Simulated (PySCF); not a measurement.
The dipole of `p1(-c2ccccc2)[pH]p1[SiH3]` from its density and from atomic charges.

Coordinates (GFN2-xTB, Å) and charges (e) from the PBE0/pcSseg-1 density (PySCF):

```tsv
atom	x	y	z	Mulliken	IAO	Hirshfeld	ESP-fitted
Si1	4.248	-0.350	0.072	+0.4041	+0.4200	+0.2455	+0.3784
P2	2.169	-0.278	-0.814	-0.2904	-0.1325	-0.0302	-0.1758
P3	1.781	1.815	-0.377	-0.0238	-0.0058	+0.0067	-0.1322
P4	1.132	0.254	1.021	+0.1687	+0.1688	+0.0562	-0.1917
C5	-0.615	0.015	0.517	-0.4801	-0.1927	-0.0570	+0.4600
C6	-1.013	-1.021	-0.320	+0.0197	-0.1482	-0.0532	-0.2765
C7	-2.352	-1.193	-0.620	-0.0750	-0.1457	-0.0440	-0.1626
C8	-3.301	-0.340	-0.081	-0.0756	-0.1488	-0.0444	-0.1514
C9	-2.911	0.687	0.763	-0.0747	-0.1471	-0.0449	-0.0709
C10	-1.575	0.861	1.070	+0.0050	-0.1499	-0.0517	-0.4337
H11	4.492	-1.763	0.370	-0.0550	-0.1004	-0.0712	-0.0643
H12	5.147	0.147	-0.971	-0.0543	-0.0988	-0.0705	-0.0699
H13	4.371	0.462	1.285	-0.0483	-0.0998	-0.0696	-0.0763
H14	0.596	1.863	-1.124	+0.1009	+0.0044	-0.0132	+0.1325
H15	-0.267	-1.684	-0.740	+0.1101	+0.1555	+0.0353	+0.1623
H16	-2.655	-1.997	-1.273	+0.0941	+0.1565	+0.0535	+0.1614
H17	-4.346	-0.478	-0.316	+0.0945	+0.1560	+0.0526	+0.1422
H18	-3.650	1.352	1.185	+0.0955	+0.1564	+0.0533	+0.1392
H19	-1.261	1.657	1.733	+0.0845	+0.1521	+0.0468	+0.2290
```

Task: Form Σ q r in debye for every column and set it beside the full dipole.

Result: The full density gives (-1.29, -0.25, -0.36) D, 1.36 D in size; dipole vectors point from the negative to the positive end.

```json
{"scheme": "Mulliken", "μx": "1.55", "μy": "0.41", "μz": "0.38", "size (D)": "1.65", "share of the full size (%)": "121", "angle to the full dipole (°)": "176"}
{"scheme": "IAO", "μx": "0.74", "μy": "0.02", "μz": "0.48", "size (D)": "0.88", "share of the full size (%)": "65", "angle to the full dipole (°)": "160"}
{"scheme": "Hirshfeld", "μx": "-0.12", "μy": "0.05", "μz": "0.13", "size (D)": "0.18", "share of the full size (%)": "13", "angle to the full dipole (°)": "68"}
{"scheme": "ESP-fitted", "μx": "-1.19", "μy": "-0.20", "μz": "-0.32", "size (D)": "1.25", "share of the full size (%)": "92", "angle to the full dipole (°)": "2"}
```

Task: Which set comes closest?

Result: Length of the difference vector: ESP-fitted 0.12 D, Hirshfeld 1.31 D, IAO 2.21 D, Mulliken 3.01 D. Closest: ESP-fitted. 

Task: What is left for the Hirshfeld atoms' own dipoles?

Result: The Hirshfeld atoms' densities add up to the full density, so μ = Σ q r + Σ (atomic dipoles). The atomic dipoles sum to (-1.29, -0.25, -0.36) − (-0.12, 0.05, 0.13) = (-1.17, -0.30, -0.49) D, 1.31 D in size.

Task: With the origin at the mean of the coordinates, (-0.001, 0.000, 0.073) Å, which are the largest single terms, by size, of the Hirshfeld dipole along the direction of the full one?

Result: Si1 -4.67, H12 +1.57, H13 +1.52, H11 +1.37, H17 +1.09 D; all 19 atoms together +0.07 D. The single terms depend on the origin, their sum doesn't.

Task: Give the size of the full dipole in other units.

Result: 1.36 D = 0.537 au = 0.284 e·Å = 4.55 × 10⁻³⁰ C·m.

The structure is a single GFN2-xTB conformer in the gas phase; no vibrational or solvent corrections.

Conformer computed: `[SiH3:1][p:2]1[pH:3][p:4]1-[c:5]1[cH:6][cH:7][cH:8][cH:9][cH:10]1`: P3–P4–C5–C6 99°.
